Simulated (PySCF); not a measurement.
CH5FMoN2S, SMILES C[N]=[Mo]([NH2])([F])=[S], multiplicity 1.

Coordinates come from a B3LYP-D3(BJ)/def2-SVP optimisation. The spin state was assumed, not searched. The def2 effective core potentials stand for the cores of Mo; spin–orbit coupling is left out. Other conformers were not sampled.

Two levels are set side by side: PBE/def2-TZVP (PySCF) and CAM-B3LYP/def2-TZVP (PySCF). Same geometry, gas phase. Differences are taken from unrounded values.

```
quantity                     CAM-B3LYP    PBE  PBE minus CAM-B3LYP
---------------------------  ---------  -----  -------------------
orbital gap (eV)                  7.24   3.15                -4.09
highest occupied level (eV)      -8.46  -6.05                 2.41
lowest empty level (eV)          -1.22  -2.90                -1.68
dipole moment (D)                 3.92   3.81                -0.12
mean polarisability (bohr³)       91.0   94.1                  3.2
```

Without exact exchange PBE keeps part of each electron's self-repulsion, which lifts occupied levels and narrows the gap. PBE's more diffuse valence density responds more strongly to a field. Differences between two approximate levels are no errors against the true value.

Rough cost on one machine, each run with all the roots and properties that it gave: CAM-B3LYP against PBE within a factor of 2.
